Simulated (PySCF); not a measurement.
Worked example: refractive index and permittivity of the vapour

C4F6, SMILES FC(=C(C(F)=C(F)F)F)F.

The structure is a stationary point at B3LYP-D3(BJ)/def2-SVP. Other conformers were not sampled.

PySCF with ωB97X/def2-SVP gives a mean static polarisability of 47.0 bohr³ and a dipole moment of 0.00 D. Take an ideal gas at 298.15 K and 1 bar, whether or not the substance is that volatile.

Work out n − 1 in the optical limit and the static ε − 1.


Polarisability volume α' = 47.0 × 0.148185 = 6.96 Å³. Number density N = p/kT = 2.43e-5 Å⁻³.
Dilute limit of Lorentz–Lorenz: n − 1 = 2π N α' = 0.0011.
Orientation term of Debye: μ²/(3kT) = 8.098 Å³ × μ²(D²) = 0.00 Å³.
ε − 1 = 4π N (α' + μ²/3kT) = 0.0021. With no permanent dipole, ε equals n² in this model. Vibrational polarisation and dispersion are left out.
